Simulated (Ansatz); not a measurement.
`[CH3][AlH][SiH2]Cl` and `CB[SiH2]Cl` differ in one element.

Ansatz, PBE0-D4/def2-TZVP geometries, multiplicity 1. Each molecule was computed in one conformer, which needn't be the lowest.

```tsv
property	`[CH3][AlH][SiH2]Cl`
HOMO–LUMO gap (PBE0/def2-TZVPP) / eV	5.41
LUMO energy (PBE/def2-TZVPP) / eV	-2.69
HOMO energy (ωB97M-V/def2-TZVPP) / eV	-9.35
HOMO energy (PBE0/def2-TZVPP) / eV	-7.35
HOMO–LUMO gap (B3LYP/def2-TZVPP) / eV	5.03
HOMO energy (B3LYP/def2-TZVPP) / eV	-7.16
```

(1) What does the change do to each property? (Estimate.)

## Answers

(1) Ansatz gave: 
```tsv
property	`CB[SiH2]Cl`	shift
HOMO–LUMO gap (PBE0/def2-TZVPP) / eV	5.77	0.36
LUMO energy (PBE/def2-TZVPP) / eV	-3.10	-0.41
HOMO energy (ωB97M-V/def2-TZVPP) / eV	-10.05	-0.70
HOMO energy (PBE0/def2-TZVPP) / eV	-7.90	-0.55
HOMO–LUMO gap (B3LYP/def2-TZVPP) / eV	5.39	0.36
HOMO energy (B3LYP/def2-TZVPP) / eV	-7.71	-0.55
```

With PBE0 the HOMO falls by 0.55 eV and the LUMO falls by 0.19 eV, so the gap widens by about 0.36 eV. PBE moves the HOMO by -0.42 eV and ωB97M-V by -0.70 eV.

B3LYP here is the variant with VWN-RPA as its local correlation; programs differ in this.
